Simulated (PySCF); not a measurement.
How methods differ on the ionisation energy of Tb

Tb [Xe] 4f9 6s2 [4f5/2^6 4f7/2^3, M_J = 15/2] → Tb⁺ [Xe] 4f9 6s1 [4f5/2^6 4f7/2^3 6s1/2^1, M_J = 8], as a difference of total energies. All numbers are calculated (PySCF 2.14, the two-component X2C-1e Hamiltonian, in x2c-TZVPall-2c (11s11p10d4f1g, 131 functions)). Correlated levels: [Ar] 3d10 frozen; the 18 highest virtual spinors dropped. "Screened" scales the spin-orbit matrix elements by Boettger's factors to mimic the two-electron term; Breit and QED terms are absent.

```tsv
method	ionisation energy (eV)
GHF (spin-free)	4.784
GMP2 (spin-free)	5.721
GHF (screened spin-orbit)	4.786
GMP2 (screened spin-orbit)	5.724
```

Task: How much does correlation contribute at GMP2 (screened spin-orbit)?

Result: 5.724 − (4.786) = 0.938 eV, measured against GHF (screened spin-orbit).

The spin-free rows relax to the high-spin LS determinant and lack the spin-orbit shift.

The labels give the starting determinants; with spin-orbit coupling the two ends relaxed to ⟨J²⟩ = 63.78, ⟨L²⟩ = 30.56, ⟨S²⟩ = 8.64 and ⟨J²⟩ = 72.02, ⟨L²⟩ = 30.55, ⟨S²⟩ = 11.85.

For comparison: 5.864 eV (measured; NIST Atomic Spectra Database, ionization energies).
